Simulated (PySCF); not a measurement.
# Calculated properties of `CS[C@H](C)OC(F)(F)F`

Compound: C4H7F3OS.
Atom-mapped SMILES: `[CH3:1][S:2][C@H:3]([CH3:4])[O:5][C:6]([F:7])([F:8])[F:9]` (hydrogens: H10, H11, H12 on C1; H13 on C3; H14, H15, H16 on C4)

Some functional groups and rings: ether, sulfide, CF3 group and C–F bond.

**PBE0-D3(BJ)/def2-SVP geometry optimisation, gas phase (PySCF)**

| Quantity | Value |
| --- | --- |
| Point group | C1 |
| Rotational constants A, B, C | 2.251, 0.887, 0.803 GHz |

PBE0/def2-SVPD ground state and vertical TDDFT (core frozen in the response) (PySCF):

| Property | Result |
| --- | --- |
| Dipole moment | 2.58 D |
| HOMO energy | -6.89 eV |
| LUMO energy | 0.28 eV |
| HOMO–LUMO gap | 7.17 eV |
| Lowest singlet excitation | 5.64 eV (220 nm, f = 0.000) |
| Strongest line among the 6 lowest singlet transitions | S6 at 7.56 eV (164 nm, f = 0.042) |
| Static isotropic polarisability | 77.3 au |
| Electronic spatial extent ⟨r²⟩ about the centre of nuclear charge | 1483 bohr² |

Monoisotopic mass (most abundant isotopes): 160.0170 u.

S1 lies 1.53 eV below the HOMO–LUMO gap; its leading configuration is HOMO→LUMO, weight 0.84. The rotational constants make it an asymmetric top with κ = (2B − A − C)/(A − C) = -0.88, nearer the prolate limit (−1). With B = h/(8π²I), that is 505.379 GHz u Å² over I, the principal moments of inertia are 224.5, 569.8 and 629.5 u Å² (most abundant isotopes); the inertial defect Ic − Ia − Ib is -164.8 u Å² (zero for a rigid planar frame, negative otherwise). No computed singlet falls in the visible range (750 to 380 nm, 1.65 to 3.26 eV); S1 lies 2.38 eV above its blue end. The 6 singlets span 5.64 to 7.56 eV, and their oscillator strengths add up to 0.10.

For the TDDFT job (PBE0/def2-SVPD), time: 49 s. Hardware: an x86-64 server with one thread (shared host).

The values belong to the conformer `[CH3:1][S:2][C@H:3]([CH3:4])[O:5][C:6]([F:7])([F:8])[F:9]`: C1–S2–C3–C4 60°, S2–C3–O5–C6 -94°, C3–O5–C6–F7 59°.
